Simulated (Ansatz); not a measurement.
Reaction (formal exchange of groups at the Si–Si bond): `F[SiH2][SiH2]F` + `FCSS` → `FC[SiH2]F` + `F[SiH2]SS`

Gas-phase electronic energies from Ansatz, PBE0-D4/def2-TZVP geometries. CCSD(T)/CBS adds triple-zeta CCSD(T) − MP2 to the extrapolated MP2 energy (def2 sets, frozen cores). This one scheme is used for every species. DFT in def2-TZVPP. B3LYP here is the variant with VWN-RPA as its local correlation; programs differ in this. One conformer a species, not always the lowest.

Q: Is it downhill or uphill in electronic energy at CCSD(T)/CBS, and by how much? (An estimate is asked.)

A: Computed: Downhill: ΔE = -93.1 kJ/mol.

Q: What do these levels give: r2SCAN-D4, PBE0-D4, B2PLYP, PBE0, B3LYP, HF/def2-TZVPP, MP2/def2-TZVPP, SCS-MP2/def2-TZVPP, CCSD(T)/def2-TZVPP, HF/def2-QZVPP, HF/CBS(def2), MP2/CBS(def2)? (Estimate.)

A: The calculation gave: r2SCAN-D4 -87.9, PBE0-D4 -84.2, B2PLYP -90.1, PBE0 -83.0, B3LYP -83.3, HF/def2-TZVPP -90.4, MP2/def2-TZVPP -100.6, SCS-MP2/def2-TZVPP -96.8, CCSD(T)/def2-TZVPP -92.3, HF/def2-QZVPP -90.1, HF/CBS(def2) -90.1, MP2/CBS(def2) -101.5 kJ/mol.

Largest T1 diagnostic among the species: 0.012.

From PBE to PBE0 (25 % exact exchange), in def2-TZVPP and without D4, ΔE moves by −6.1 kJ/mol.
